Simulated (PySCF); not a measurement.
# A rate constant, worked out

An elementary step of GaNH₄, singlet (GaNH₄ ([NH2][GaH2]) → GaNH₂ ([NH][GaH]) + H₂; Ga–H, N–H broken or loosened, H–H formed or tightened). The start structure is the reactant molecule, and the electronic barrier above it is 3.323 eV by CCSD(T) at an estimated basis limit (MP2 extrapolated from triple and quadruple zeta, plus CCSD(T) − MP2 in triple zeta). Computed with PySCF 2.14 with density fitting (its default auxiliary sets; JK sets also for MP2 and CCSD(T)) (basis: def2-TZVPP and def2-QZVPP); correlated methods freeze the cores. Filled d shells of the heavier atoms are correlated. The def2 sets are not built for correlating such inner shells, so the correlated values are less sure here. Extrapolation: Hartree–Fock as exp(−7.88 √X), correlation as X^−2.97. Harmonic wavenumbers (analytic Hessian with the translational sum rule) at PBE0-D4/def2-TZVP (PySCF 2.14 with density fitting (its default auxiliary sets; JK sets also for MP2 and CCSD(T))), in cm⁻¹:

Start: 311, 435, 538, 617, 695, 748, 767, 1565, 1999, 2000, 3617, 3723.

Saddle: 1332i, 353, 455, 566, 702, 813, 952, 1067, 1624, 1944, 2028, 3557.

**Question.** Work out the transition-state-theory rate constant at 600 K from these numbers alone (harmonic vibrations; rotation, path degeneracy and anharmonicity left out), and the Wigner tunnelling factor. Use 1 cm⁻¹ = 1.2398 × 10⁻⁴ eV and k_B = 8.617 × 10⁻⁵ eV/K.

**Answer.** Zero-point energies, half the sums: start 17015/2 cm⁻¹ = 1.0548 eV; saddle, real modes only, 14061/2 cm⁻¹ = 0.8717 eV.
Barrier with zero-point energy: 3.323 + 0.8717 − 1.0548 = 3.1399 eV.
k_BT = 0.05170 eV, so the barrier is 60.73 k_BT.
Vibrational partition functions from the zero-point level, ln q = −Σ ln(1 − exp(−hν/k_BT)): start 2.263, saddle 1.852.
k = (k_BT/h) exp(ln q‡ − ln q) exp(−E0/k_BT), with log₁₀(k_BT/h in s⁻¹) = 13.10: log₁₀ k = 13.10 + (-0.411 − 60.73)/2.3026 = -13.45, so k ≈ 4 × 10^(-14) s⁻¹.
Wigner factor: 1 + (hν‡/k_BT)²/24 = 1 + (3.19)²/24 = 1.43. A change of 1 kcal/mol (0.043 eV) in the barrier would change k by a factor of 2.3 at this temperature.

No T1 diagnostic of these runs exceeds 0.025. The restricted Hartree–Fock reference is unstable towards an unrestricted one at one or more of these structures.

Labels in which every atom is bracketed show which atoms are joined, not bond orders.

For scale, one of the runs: CCSD(T)/def2-TZVPP, 135 basis functions, launched by `OMP_NUM_THREADS=4 python run.py`. Time: 2.4 min of wall clock on 4 CPU threads of an AMD EPYC; the host was shared. Peak host memory: 0.81 GiB.
